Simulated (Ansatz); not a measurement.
Cost and result for the atomization energy of CH5NSSi (`N[SiH2]C=S`) (9 atoms, 8 bonds).

```xyz
9

N    -1.2393    0.5437    0.6043
Si   -0.3385   -0.5305   -0.3572
C     1.4428    0.0803   -0.3299
S     1.9558    1.2995    0.5917
H    -0.7265    1.1978    1.1773
H    -2.1628    0.3526    0.9492
H    -0.3154   -1.9480    0.1130
H    -0.7853   -0.5667   -1.7779
H     2.1693   -0.4287   -0.9706
```

Total charge 0; spin multiplicity 1. The geometry is a stationary point of PBE0-D4/def2-TZVP. It is one conformer, not always the lowest. Program: Ansatz. All runs use 2 threads of an Arm Neoverse V1 on a shared host. Times are those of one run each, without the atoms' runs, and a repeat can differ threefold. Electronic energies, without spin–orbit coupling; frozen cores. CCSD(T)/CBS adds CCSD(T) − MP2 in def2-TZVPP to the MP2 limit, and its time is that of the two runs behind it. T1 = 0.014; the RHF reference is unstable towards UHF. HSE06 is the plane-wave form, built on full-range PBE exchange.

CCSD(T)/CBS is a level of theory with its own doubt, some kJ/mol a heavy atom from the limit and from the frozen cores, so smaller differences don't rank the functionals.

| level | functions | wall time | atomization (kcal/mol) | difference from CCSD(T)/CBS | per bond |
| --- | --- | --- | --- | --- | --- |
| LDA (SPW92)/def2-TZVPP | 216 | 1.6 s | 836.6 | 104.6 | 13.1 |
| revPBE-D4/def2-TZVPP | 216 | 2.7 s | 726.8 | -5.2 | -0.6 |
| BLYP-D4/def2-TZVPP | 216 | 2.7 s | 732.9 | 0.9 | 0.1 |
| CCSD(T)/def2-SVP | 89 | 3.1 s | 673.8 | -58.2 | -7.3 |
| PBE-D4/def2-TZVPP (with forces) | 216 | 3.3 s | 743.8 | 11.8 | 1.5 |
| BHLYP-D4/def2-TZVPP | 216 | 4 s | 709.2 | -22.8 | -2.8 |
| HSE06-D4/def2-TZVPP | 216 | 4.2 s | 729.3 | -2.7 | -0.3 |
| B97M-V/def2-TZVPP | 216 | 11 s | 734.0 | 2.0 | 0.3 |
| ωB97X-V/def2-TZVPP | 216 | 11 s | 734.6 | 2.6 | 0.3 |
| ωB97M-V/def2-TZVPP (with forces) | 216 | 15 s | 735.1 | 3.1 | 0.4 |
| MP2/def2-QZVPP | 404 | 27 s | 730.6 | -1.4 | -0.2 |
| CCSD(T)/def2-TZVPP | 216 | 84 s | 707.8 | -24.2 | -3.0 |
| CCSD(T)/CBS(def2) | – | 110 s | 732.0 | 0.0 | 0.0 |

From r2SCAN to r2SCAN0 (25 % exact exchange), in def2-TZVPP and without D4, the atomization energy moves by −13.1 kcal/mol: exact exchange takes away binding that semilocal exchange gives to molecules. The D4 term adds +7.8 kcal/mol with B3LYP and +4.1 kcal/mol with PBE0; it sums over pairs of atoms, weighted by their polarisabilities, and B3LYP, whose exchange is more repulsive, gets the larger term. At CCSD(T), def2-SVP lies −58.2 kcal/mol from the extrapolated value and def2-TZVPP −24.1 kcal/mol: correlation converges slowly with the basis, and small sets miss more of it in the bonded molecule than in its fragments.

B3LYP here is the variant with VWN-RPA as its local correlation; programs differ in this.
